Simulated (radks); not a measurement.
All-electron atom: F+ in 1s1.5 2s2 2p4 3s0.5 (fractional occupations, a model configuration).

All-electron calculation, scalar-relativistic Kohn-Sham, BLYP, spin-polarised, spherical densities, finite nucleus; open shells are filled with parallel spins first; Fermi nuclear charge, rms radius 2.8976 fm. Program: a radial shooting solver on a logarithmic mesh with Libxc functionals.

Energy parts (eV):
total: -2352.528
kinetic: 2351.455
electron-nucleus: -5526.727
Hartree: 1061.994
exchange-correlation: -239.250

Orbitals (lengths in bohr, moments of r in powers of bohr; r(90%) holds 90 % of the orbital's charge):
orbital  occ.  eigenvalue (eV)   <1/r>     <r>  r(90%)
1s up       1        -735.7726   8.775  0.1728   0.309
1s down   0.5        -718.5463   8.731  0.1739   0.311
2s up       1         -57.1331   1.617  0.9047    1.43
2s down     1         -52.3383   1.571  0.9311    1.48
2p up       3         -38.4757   1.526  0.8755    1.48
2p down     1         -33.5655   1.462  0.9222    1.58
3s up     0.5          -8.8989  0.3989   3.367    5.05

The highest occupied level is 3s up at -8.899 eV. The spin density at the nucleus is 117.0 e/bohr^3 (1s 115.5, 2s 0.9, 3s 0.6). The density falls to 0.001 e/bohr^3 at r = 3.53 bohr. Spin moment in Bohr magnetons: 3. The electron density at the nucleus is 371.9 e/bohr^3 (large components only). Summed over all electrons, <r^2> = 12.62 bohr^2, which gives a Langevin (diamagnetic) susceptibility term of -10 x 10^-6 cm^3/mol.

Empty levels of this run are not shown, since the potential may be unsettled where no density lies.
